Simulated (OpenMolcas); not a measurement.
Computed levels of 3d5 in ions with 23 electrons, in cm-1 above 6S 5/2.

| Item | Value |
| --- | --- |
| Program | OpenMolcas |
| Method | MS-RASPT2, IPEA 0.25 Eh, imaginary shift 0.1 Eh |
| Basis | ANO-R2 |
| Scalar Hamiltonian | X2C, finite nucleus |
| Spin-orbit coupling | state interaction with AMFI integrals over the reference wave functions, term energies averaged over their components |

Active space for each ion: 11 electrons in 8 orbitals (RAS1 3p, at most 2 holes; RAS2 3d); closed shells correlated by CASPT2: 3s.

```json
{"Level": "4G 5/2", "Fe3+": "33200", "Ni5+": "43440", "Cu6+": "48040"}
{"Level": "4G 7/2", "Fe3+": "33240", "Ni5+": "43520", "Cu6+": "48170"}
{"Level": "4G 11/2", "Fe3+": "33240", "Ni5+": "43540", "Cu6+": "48200"}
{"Level": "4G 9/2", "Fe3+": "33250", "Ni5+": "43570", "Cu6+": "48240"}
{"Level": "4P 5/2", "Fe3+": "36620", "Ni5+": "47950", "Cu6+": "52920"}
{"Level": "4P 3/2", "Fe3+": "36690", "Ni5+": "48140", "Cu6+": "53210"}
{"Level": "4P 1/2", "Fe3+": "36770", "Ni5+": "48360", "Cu6+": "53550"}
{"Level": "4D 7/2", "Fe3+": "40120", "Ni5+": "52350", "Cu6+": "57900"}
{"Level": "4D 1/2", "Fe3+": "40190", "Ni5+": "52570", "Cu6+": "58250"}
```

Estimate 4G 5/2, 4G 7/2 for Co4+ from its neighbours Fe3+ and Ni5+.

4G 5/2 is another term, which grows about linearly with the charge: (33200 + 43440) / 2 = 38320. The calculation gives 38500, so the estimate is off by -0.5 %.
4G 7/2 is another term, which grows about linearly with the charge: (33240 + 43520) / 2 = 38380. The calculation gives 38550, so the estimate is off by -0.4 %.

CASPT2 breaks the degeneracy within a term, and the mean is taken; among the terms shown or strongly mixed into the levels shown the widest spread is 310 cm-1 (3d5 4G, Cu6+). Active for correlation alone: 3p; no level in the range computed is led by a configuration that opens it, so any true level of that kind is missing. Only configurations of the active space appear.
